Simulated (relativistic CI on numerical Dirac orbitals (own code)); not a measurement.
Radial Dirac CI calculation of Cl⁺.

Command:

```sh
python run_levels.py task.json out
```

Input:

```
atom Cl  Z=17  charge=1  electrons=16
nucleus A=35  rms_radius_fm=3.3654
hamiltonian dirac-coulomb  breit=on  qed=on  c_scale=1
orbitals kli  potential=per-configuration
slater_scale 1.2
correlation none
mixing on
grid step=0.0125 r_max=51.4
scf mixing=0.7 start=green max_iterations=150 tolerance=2e-08 node_fill=0.05
configurations
  [Ne] 3s2 3p4
end
```

Output:

```
SCF 1: [Ne] 3s2 3p4
 iter      energy (Ha)   residual   last orbital (Ha)
    1      -458.872608   9.12e-01     -1.13307
    2      -460.442386   1.05e-01     -0.82152
    3      -460.466689   1.03e-02     -0.90646
    4      -460.467320   2.26e-03     -0.91376
    5      -460.467392   8.60e-05     -0.91481
    6      -460.467394   1.13e-05     -0.91478
    7      -460.467394   2.85e-07     -0.91480
    8      -460.467394   9.30e-08     -0.91480
    9      -460.467394   3.93e-09     -0.91480
orbital energies (Ha): 1s -101.7331  2s -10.0670  2p1/2 -7.8551  2p3/2 -7.7927  3s -1.3796  3p1/2 -0.9198  3p3/2 -0.9148
configuration averages (Ha): Dirac-Coulomb, Breit, QED
  3p4                           -460.467394    0.108193    0.071235
levels: no., configuration, term, J, E (cm-1), weight
   1 3p4                    3P   2                0.0  1.00
   2 3p4                    3P   1              698.3  1.00
   3 3p4                    3P   0             1014.9  1.00
   4 3p4                    1D   2            17128.0  1.00
   5 3p4                    1S   0            42285.7  1.00
lowest total energy -460.327770 Ha
end: converged
```

Against the reference input this run has: Slater scale 1.2, SCF mixing 0.7. The reference run ends at -460.321418 Ha with Breit and QED terms.

With so few configurations and no correlation, terms lie too far apart (by 10 to 50 % or more near neutrality), their order can be wrong, and levels of other configurations are missing.
